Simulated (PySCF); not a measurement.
Identify the compound

Molecular formula: C9H9N3. Simulated spectra:

¹H NMR (600 MHz, computed): δ 8.33 (d, 1H), 7.93 (m, 1H), 7.58 (m, 1H), 7.54 (m, 1H), 7.14 (m, 1H), 5.38 (m, 1H), 2.88 (s, 3H).

¹³C{¹H} NMR (computed): δ 152.1 (C), 137.0 (C), 134.6 (CH), 134.1 (CH), 128.7 (CH), 125.5 (CH), 124.6 (C), 108.4 (CH2), 21.8 (CH3).

[PySCF 2.14.0 with density-fitted response routines: geometry: GFN2-xTB; shieldings: GIAO PBE0/pcSseg-1; one averaged value for each set of equivalent atoms; a single conformation; in vacuum; non-relativistic]

Referencing at the same level of theory: ¹H, ¹³C against TMS.

Q: Which candidate is it?
A. C=Cn1nnc2cccc(C)c21
B. Cc1ccc(-n2cncn2)cc1
C. Cc1ccc(-n2nccn2)cc1
D. Cc1ccccc1-n1ccnn1

A: A. 

- Rings plus π bonds: 7 (2 rings in the answer).
- 9 carbon signals for 9 carbons: no two carbons are equivalent.
- Carbon types of the structure: 3 × C, 4 × CH, 1 × CH2, 1 × CH3, which accounts for all hydrogens.
- δC 152.1, 137.0: ring-fusion aromatic carbon.
- δC 134.6: alkene CH; the olefinic region.
- δC 134.1, 128.7, 125.5: aromatic CH.
- δC 124.6: substituted aromatic carbon.
- δC 108.4: terminal =CH2 carbon; as expected for a trigonal carbon in a double bond.

The others: Cc1ccccc1-n1ccnn1 has carbons computed at 141.0, 140.3, 137.8, 137.7, 133.9, 131.8, 129.7, 127.2, 25.1, with a different DEPT pattern; Cc1ccc(-n2nccn2)cc1 would give 6 carbon signals, not 9; Cc1ccc(-n2cncn2)cc1 would give 7 carbon signals, not 9.

Shifts are as computed. Against solution values, carbons near 30 ppm lie about +3 ppm off and those near 130 ppm about +5 ppm. Of 1211 compounds with measured shifts, 218 miss one by over three times the rms of a fit or turn the order of signals round; such compounds aren't used in these exercises. No couplings were computed; multiplicities are counted from neighbouring protons, with m where these are inequivalent, close in shift, in a saturated or five-membered ring or joined by F or P, and br s for small geminal =CH2 splittings.
